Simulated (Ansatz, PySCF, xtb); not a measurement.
Dissociation curve of NC (cation, charge +1), lowest triplet found (which spin is the ground state isn't settled by this scan).

- UKS-M06-2X/6-31G* = unrestricted M06-2X/6-31G*, spherical d (PySCF 2.14.0)
- GFN1-xTB (xtb)
- UCCSD(T) = CCSD(T) on UHF/cc-pVDZ, frozen core (Ansatz, an electronic-structure program)

Energies are in kJ/mol, each relative to the lowest point of its own curve between 1.15 and 1.54 Å, where full CI is lowest.

| R / Å | UKS-M06-2X/6-31G* | GFN1-xTB | UCCSD(T) |
|---|---|---|---|
| 1.15 | ___ | 0.3 | 68.3 |
| 1.23 | 0.0 | 0.0 | 17.8 |
| 1.28 | 11.4 | 24.2 | 0.0 |
| 1.35 | ___ | ___ | ___ |
| 1.40 | ___ | 122.3 | 98.9 |
| 1.45 | 91.0 | 171.3 | 91.8 |
| 1.48 | 102.0 | 201.6 | 112.1 |
| 1.54 | 128.4 | ___ | 133.6 |

Question: Some entries are withheld; supply them.

Answer: 
- 1.15, UKS-M06-2X/6-31G*: 27.7
- 1.35, UKS-M06-2X/6-31G*: 49.5
- 1.35, GFN1-xTB: 76.7
- 1.35, UCCSD(T): 99.8
- 1.40, UKS-M06-2X/6-31G*: 75.1
- 1.54, GFN1-xTB: 257.7

The scan ran from 1.06 to 5.02 Å; beyond the distances shown full CI changes its symmetry label. The unrestricted determinant behind UCCSD(T) is spin-contaminated at 1.15 to 1.54 Å (<S²> up to 2.4, against 2.00 for a pure triplet).
